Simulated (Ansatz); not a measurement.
`C[SiH](F)CF` and `C#C[SiH](F)CF` differ in one atom or group.

Ansatz, PBE0-D4/def2-TZVP geometries, multiplicity 1. Each molecule was computed in one conformer, which needn't be the lowest.

| property | `C[SiH](F)CF` |
| --- | --- |
| HOMO–LUMO gap (PBE0/def2-TZVPP) / eV | 8.86 |
| LUMO energy (PBE/def2-TZVPP) / eV | -0.70 |
| HOMO–LUMO gap (ωB97M-V/def2-TZVPP) / eV | 12.96 |
| LUMO energy (B3LYP/def2-TZVPP) / eV | 0.02 |
| size of the dipole moment (PBE/def2-TZVPP) / D | 0.71 |
| LUMO energy (ωB97M-V/def2-TZVPP) / eV | 2.07 |

Problem. Give the same properties after the change, and the shifts. (Best estimate.)

Solution. The calculation gave: 
| property | `C#C[SiH](F)CF` | shift |
| --- | --- | --- |
| HOMO–LUMO gap (PBE0/def2-TZVPP) / eV | 7.54 | -1.32 |
| LUMO energy (PBE/def2-TZVPP) / eV | -1.86 | -1.16 |
| HOMO–LUMO gap (ωB97M-V/def2-TZVPP) / eV | 11.77 | -1.19 |
| LUMO energy (B3LYP/def2-TZVPP) / eV | -1.13 | -1.15 |
| size of the dipole moment (PBE/def2-TZVPP) / D | 0.76 | 0.05 |
| LUMO energy (ωB97M-V/def2-TZVPP) / eV | 1.06 | -1.01 |

With PBE0 the HOMO rises by 0.12 eV and the LUMO falls by 1.19 eV, so the gap narrows by about 1.31 eV. PBE moves the HOMO by -0.07 eV and ωB97M-V by 0.18 eV. Dipoles are sizes alone; their direction can turn.

B3LYP here is the variant with VWN-RPA as its local correlation; programs differ in this.
